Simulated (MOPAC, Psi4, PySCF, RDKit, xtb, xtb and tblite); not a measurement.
Two geometries of SMILES OB(O)[SiH2]c1ccccc1, relaxed at GFN2-xTB with one dihedral held; other torsions can differ between them too.

Structure A

```
19

O      2.4228    -0.7602     1.0943
B      2.7399     0.2203     0.2141
O      2.5076     1.5274     0.4853
Si     3.5608    -0.1745    -1.5351
C      3.8807    -2.0055    -1.9139
C      4.2925    -2.3959    -3.1854
C      4.5428    -3.7217    -3.4864
C      4.3871    -4.6940    -2.5119
C      3.9794    -4.3279    -1.2410
C      3.7293    -2.9979    -0.9498
H      2.0182    -0.5041     1.9278
H      2.1055     1.7527     1.3292
H      4.8688     0.4955    -1.7176
H      2.7564     0.3259    -2.6722
H      4.4159    -1.6405    -3.9476
H      4.8599    -4.0014    -4.4815
H      4.5819    -5.7317    -2.7432
H      3.8555    -5.0819    -0.4759
H      3.4058    -2.7217     0.0431
```

Structure B

```
19

O      4.0901    -0.1936     0.0218
B      2.8093     0.1802     0.2280
O      2.6261     1.4528     0.6868
Si     1.3772    -1.1204    -0.1791
C      1.5107    -2.7170     0.8329
C      0.3897    -3.4918     1.1160
C      0.4938    -4.6682     1.8356
C      1.7310    -5.0963     2.2878
C      2.8587    -4.3407     2.0148
C      2.7455    -3.1640     1.2959
H      4.7450     0.4801     0.2208
H      1.7308     1.7439     0.8465
H      1.3140    -1.5355    -1.5944
H      0.0219    -0.5812     0.0999
H     -0.5771    -3.1625     0.7639
H     -0.3897    -5.2549     2.0447
H      1.8157    -6.0151     2.8504
H      3.8272    -4.6701     2.3645
H      3.6299    -2.5789     1.0855
```

Task: Which is lower in energy at the level PBE0-D3(BJ)/def2-SVP // GFN2-xTB (Psi4), and by how much?

Result: B is lower, by 3.87 kcal/mol (dihedral O1–B2–Si4–C5: 0° in A, 60° in B).

E(B) − E(A) in kcal/mol at the other levels, on the same two geometries: GFN2-xTB (xtb and tblite) 0.01; PBE0/def2-SVP // GFN2-xTB (Psi4) -3.82; PBE/def2-SVP // GFN2-xTB (Psi4) -3.91; PBE-D3(BJ)/def2-SVP // GFN2-xTB (Psi4) -3.95; UFF // GFN2-xTB (RDKit) -1.78; PM3, restricted, heats of formation // GFN2-xTB (MOPAC) 1.88; PM6, restricted, heats of formation // GFN2-xTB (MOPAC) -0.87; GFN1-xTB // GFN2-xTB (xtb) 1.35; restricted B3LYP/6-31G*, spherical d, density fitting // GFN2-xTB (PySCF) -4.22; restricted Hartree-Fock/6-31G*, spherical d, density fitting // GFN2-xTB (PySCF) -4.08; restricted Hartree-Fock/3-21G, density fitting // GFN2-xTB (PySCF) -3.96; restricted BP86/6-31G*, spherical d, density fitting // GFN2-xTB (PySCF) -4.48.
